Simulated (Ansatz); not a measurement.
C$_{3}$H$_{6}$OZn (`[CH3][Zn][CH2]C=O`). The species carries charge 0 and has multiplicity 1. All single points use the PBE0-D4/def2-TZVP geometry. It is one conformer, not always the lowest.

```xyz
11

C    -1.942    1.483   -0.160
Zn   -0.539    0.151   -0.236
C     0.864   -1.236   -0.318
C     1.947   -0.844    0.591
O     2.006   -1.105    1.770
H    -2.587    1.314    0.706
H    -1.517    2.486   -0.076
H    -2.562    1.450   -1.059
H     1.202   -1.312   -1.354
H     0.380   -2.159    0.012
H     2.750   -0.229    0.123
```

Task: What is the dipole moment at ωB97M-V/def2-TZVPP? (An estimate is asked.)

Result: Computed: 3.54 D, with components (-1.60, 0.79, -3.06) D in this frame, pointing from negative to positive charge.

Task: And with PBE, r2SCAN, B3LYP? (An estimate is asked.)

Result: The calculation gave: PBE 3.45 D, r2SCAN 3.57 D, B3LYP 3.58 D.

Task: Give the Mulliken charges with ωB97M-V, PBE, B3LYP in def2-TZVPP. (Estimate.)

Result: Ansatz gave: 
| atom | ωB97M-V | PBE | B3LYP |
| --- | --- | --- | --- |
| C1 | -0.52 | -0.42 | -0.45 |
| Zn2 | 0.39 | 0.25 | 0.34 |
| C3 | -0.32 | -0.17 | -0.22 |
| C4 | 0.09 | 0.05 | 0.08 |
| O5 | -0.32 | -0.27 | -0.31 |
| H6 | 0.12 | 0.11 | 0.10 |
| H7 | 0.12 | 0.11 | 0.10 |
| H8 | 0.12 | 0.10 | 0.10 |
| H9 | 0.12 | 0.09 | 0.09 |
| H10 | 0.14 | 0.11 | 0.11 |
| H11 | 0.07 | 0.04 | 0.05 |

B3LYP here is the variant with VWN-RPA as its local correlation; programs differ in this.
